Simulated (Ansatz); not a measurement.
`C[SiH2][Te][SiH3]` + `SS` → `C[SiH2]SS` + `[SiH3][TeH]`  (ligand exchange at the Si–Te bond)

Program: Ansatz. Geometries: PBE0-D4/def2-TZVP. ΔE: electronic, gas phase. CBS: MP2 limit from def2 TZ/QZ plus the TZ coupled-cluster correction, frozen cores. This one scheme is used for every species. Elements past krypton have def2 core potentials. For Te outer-core shells are correlated without core-valence functions, which leaves a few kJ/mol of doubt a bond. Each species was taken in one conformer, which may not be the lowest.

```json
{"species": "`C[SiH2][Te][SiH3]`", "CCSD(T)/CBS(def2) energy (Eh)": "-888.79691"}
{"species": "`SS`", "CCSD(T)/CBS(def2) energy (Eh)": "-796.74576"}
{"species": "`C[SiH2]SS`", "CCSD(T)/CBS(def2) energy (Eh)": "-1126.32699"}
{"species": "`[SiH3][TeH]`", "CCSD(T)/CBS(def2) energy (Eh)": "-559.21313"}
```

Task: Work out ΔE.

Result: ΔE = (-1126.32699) + (-559.21313) − (-888.79691) − (-796.74576) = 0.00255 Eh = +6.7 kJ/mol.

Largest T1 diagnostic among the species: 0.011.

Leaving LDA and LC-ωPBE aside and taking each functional with its dispersion term where it has one, the values, not all of them listed here, spread over 11.4 kJ/mol, from B97M-V to HSE06-D4. At CCSD(T), def2-SVP lies −4.6 kJ/mol from the extrapolated value and def2-TZVPP −3.4 kJ/mol.
